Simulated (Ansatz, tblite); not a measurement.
Removing an electron: InI₃. Charge 0, multiplicity 1. Geometry: PBE0-D4/def2-SVP. Ansatz, gas phase; energy differences of separate SCF runs; the oxidised species was run as a doublet alone.

| atom | x (Å) | y (Å) | z (Å) |
| --- | --- | --- | --- |
| In1 | -0.0001 | -0.0001 | 0.0001 |
| I2 | -1.9792 | 1.1843 | -1.3183 |
| I3 | 0.2290 | -2.6464 | -0.0442 |
| I4 | 1.7503 | 1.4622 | 1.3624 |

In the def2 sets I, In take a core potential; there is no spin–orbit coupling. The xTB rows come from tblite. Correlated methods freeze 16 core orbitals; core or outer-core shells of In, I are correlated, in sets that lack core-valence functions.

```json
{"level": "GFN1-xTB", "−HOMO (eV)": "11.15", "vertical IE (eV)": "13.91", "−LUMO (eV)": "7.46", "HOMO–LUMO gap (eV)": "3.69"}
{"level": "GFN2-xTB", "−HOMO (eV)": "12.22", "vertical IE (eV)": "14.83", "−LUMO (eV)": "9.29", "HOMO–LUMO gap (eV)": "2.92"}
{"level": "HF/def2-SVP", "−HOMO (eV)": "–", "vertical IE (eV)": "9.21", "−LUMO (eV)": "–", "HOMO–LUMO gap (eV)": "–"}
{"level": "PBE-D4/def2-TZVP", "−HOMO (eV)": "6.71", "vertical IE (eV)": "8.97", "−LUMO (eV)": "3.86", "HOMO–LUMO gap (eV)": "2.85"}
{"level": "r2SCAN-D4/def2-TZVP", "−HOMO (eV)": "7.02", "vertical IE (eV)": "9.23", "−LUMO (eV)": "3.75", "HOMO–LUMO gap (eV)": "3.28"}
{"level": "PBE0-D4/def2-TZVP", "−HOMO (eV)": "7.85", "vertical IE (eV)": "9.47", "−LUMO (eV)": "3.15", "HOMO–LUMO gap (eV)": "4.70"}
{"level": "MP2/def2-SVP", "−HOMO (eV)": "–", "vertical IE (eV)": "9.78", "−LUMO (eV)": "–", "HOMO–LUMO gap (eV)": "–"}
{"level": "CCSD/def2-SVP", "−HOMO (eV)": "–", "vertical IE (eV)": "9.62", "−LUMO (eV)": "–", "HOMO–LUMO gap (eV)": "–"}
{"level": "CCSD(T)/def2-SVP", "−HOMO (eV)": "–", "vertical IE (eV)": "9.58", "−LUMO (eV)": "–", "HOMO–LUMO gap (eV)": "–"}
```

 Raw xTB energy differences between charge states are shifted by several eV; the methods need an empirical correction for them.
